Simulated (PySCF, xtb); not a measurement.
BH₃, SMILES B.

Harmonic wavenumbers (cm⁻¹) from GFN2-xTB (xtb) at its own minimum, in rising order: 884, 1165, 1166, 2659, 2731, 2732.

Question: What does PBE0-D3(BJ)/def2-TZVPD in PySCF give at its own minimum? (An estimate is asked for; the answer gives what the named calculation found.)

Answer: 1147, 1189, 1189, 2555, 2695, 2695. Paired by order, the mean absolute difference is 81 cm⁻¹ and the zero-point energies are 16.2 and 16.4 kcal/mol.
